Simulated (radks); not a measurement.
Polarisability of the phosphorus ion P2+, [Ne] 3s2 3p1, at imaginary frequency. Method: non-relativistic Kohn-Sham, LB94 model potential, spin-polarised, spherical densities, point nucleus; open shells are filled with parallel spins first; computed with a radial shooting solver on a logarithmic mesh with Libxc functionals. Response by self-consistent Sternheimer equations with the Hartree and adiabatic LDA kernel.

w (hartree),alpha1(iw) (bohr^3)
0.00266,8.927
0.0143,8.920
0.0360,8.883
0.0697,8.763
0.118,8.472
0.186,7.882
0.280,6.872
0.413,5.438
0.605,3.806
0.892,2.339
1.35,1.277
2.12,0.6324
3.59,0.2886
6.94,0.1151
17.5,0.02813

Static values: alpha1 = 8.927 bohr^3 (1.323 angstrom^3; uncoupled 15.06). C6 = 31.50, triple-dipole C9 = 207.2 atomic units. One-pole (London) frequency 4 C6 / (3 alpha1^2) = 0.527 hartree, against 1.099 for minus the highest occupied eigenvalue.
